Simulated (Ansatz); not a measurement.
System: GeSiH6, charge 1, doublet. GeSiH6+ (parent SMILES [SiH3][GeH3], doublet).
B3LYP-D3(BJ)/def2-TZVP minimum from Ansatz (a program for electronic structure):
```
Si
H 1 1.4706
H 1 1.4706 2 118.10
H 1 1.4706 2 118.10 3 -152.92
Ge 1 2.8192 2 97.99 4 -103.54
H 5 1.5256 1 97.22 2 -180.00
H 5 1.5256 6 118.45 1 102.28
H 5 1.5256 6 118.45 7 155.45
```
Charge +1, spin multiplicity 2.

Total energies in def2-SVP, 13 correlated electrons, 19 frozen orbitals. UHF or UKS for unpaired electrons; spin-orbit terms are left out. Correlated methods leave the cores frozen (noble-gas shells, and filled d and f shells in the p block). No relativity. The spin of H6GeSi+ (parent SMILES [SiH3][GeH3], doublet) was assumed, and the state is the lowest solution found for it.

```csv
method,program,energy (Eh),minus CCSDT(Q) (mEh)
HF,Ansatz,-2367.10797,238.70
MP2,Ansatz,-2367.29189,54.78
CCSD,Ansatz,-2367.34066,6.01
CCSD(T),Ansatz,-2367.34537,1.30
CCSDT(Q),Ansatz,-2367.34667,0.00
```

Rough core times of Ansatz's runs on a shared machine: CCSD(T) under 20 s, CCSDT(Q) 7 min.
